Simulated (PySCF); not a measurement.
CaCl2, SMILES [Ca]([Cl])[Cl].

Geometry optimised at B3LYP-D3(BJ)/def2-TZVP. The isomer is the one that the SMILES or the coordinates give; other isomers of the formula were not compared.

Vertical ionisation energy (IE) and electron affinity (EA) in eV. Rows of orbital energies are one-electron estimates. Where ΔSCF, EOM or ADC give a negative EA the extra electron is unbound and the value depends on the basis.

```tsv
level	IE	EA
−ε(HOMO), −ε(LUMO), B3LYP/def2-TZVPD (PySCF)	8.07	2.51
−ε(HOMO), −ε(LUMO), r2SCAN/def2-TZVPD (PySCF)	7.30	2.27
```
